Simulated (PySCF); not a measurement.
**Molecular orbitals of LiBr**

PW91 at R = 2.171 Å; basis Li x2c-TZVPPall, Br x2c-TZVPPall; spin-free X2C with a Gaussian nucleus; PySCF 2.14. State: ¹Σ⁺ (singlet), closed shell. Only the outer orbitals are listed, counted within each symmetry.

```csv
orbital,occ.,ε (eV),on Li (%),main shells (%)
7σ,2,-52.10,100,100 Li s
8σ,2,-17.52,2,98 Br s
9σ,2,-6.23,6,93 Br p
4π,2,-5.57,5,95 Br p
4π,2,-5.57,5,95 Br p
10σ,0,-2.16,99,"80 Li s, 19 Li p"
5π,0,-0.12,96,96 Li p
5π,0,-0.12,96,96 Li p
```

**Question.** Which are the highest filled and the lowest empty level, where do they sit, and how wide is the gap?

**Answer.** Highest filled 4π at -5.57 eV (in %: 95 Br p); lowest empty 10σ at -2.16 eV (in %: 80 Li s, 19 Li p); the gap at PW91 is 3.41 eV.

| Property | Result |
| --- | --- |
| bond order (Mayer) | 0.70 |
| ⟨S²⟩ | 0.000 |
| charge on Li (Mulliken, basis-dependent) | 0.63 |
| charge on Li (Löwdin, basis-dependent) | 0.09 |
| dipole moment (positive dipole means Li(−)Br(+)) | -6.81 D |
